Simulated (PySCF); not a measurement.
## Ta: excitation energy

Ta [Xe] 4f14 5d3 6s2 (4F) → Ta [Xe] 4f14 5d3 6s1 6p1 (high-spin determinant), as a difference of total energies. Computed with PySCF 2.14 in aug-cc-pVTZ-PP with ECP60MDF, with a scalar-relativistic core potential. Correlated levels: valence: 5s2 5p6 frozen. The calculations carry no spin-orbit coupling.

| method | excitation energy (eV) |
| --- | --- |
| UHF | 1.141 |
| LDA | 2.798 |
| PBE | 2.508 |
| PBE0 | 2.311 |
| r2SCAN | 2.084 |
| TPSS | 2.432 |
| TPSSh | 2.383 |
| LC-wPBE | 1.928 |
| HSE06 | 2.342 |
| MP2 (valence) | 2.175 |
| SCS-MP2 (valence) | 2.538 |

Task: How much does correlation contribute at MP2 (valence)?

Result: 2.175 − (1.141) = 1.034 eV, measured against UHF.

The determinant of the upper state mixes LS terms, which raises its energy above the lowest term, most at the Hartree-Fock and MP2 levels.
